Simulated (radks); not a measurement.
Values are calculated unless marked as measured or tabulated.
Q: Ionisation of the bismuth ion Bi2+, [Hg] 6p1, to Bi3+, [Hg], under several functionals. Dirac Kohn-Sham, spin-unpolarised, spherical densities, finite nucleus; open shells fill j = l - 1/2 first; a radial shooting solver on a logarithmic mesh with Libxc functionals. Known Delta-SCF values: LDA (Slater exchange, Perdew-Zunger correlation) 25.775 eV; PBEsol 25.409 eV; exchange-only B88 24.506 eV. What does LDA (Slater exchange, Perdew-Wang correlation) give, and what is its highest occupied eigenvalue?

A: 25.771 eV by Delta-SCF; the 6p1/2 eigenvalue is -21.274 eV. NIST: 25.571 eV (measured).

Beside tabulated values, note that spin-unpolarised runs miss the spin-polarisation part of the exchange energy of open shells.
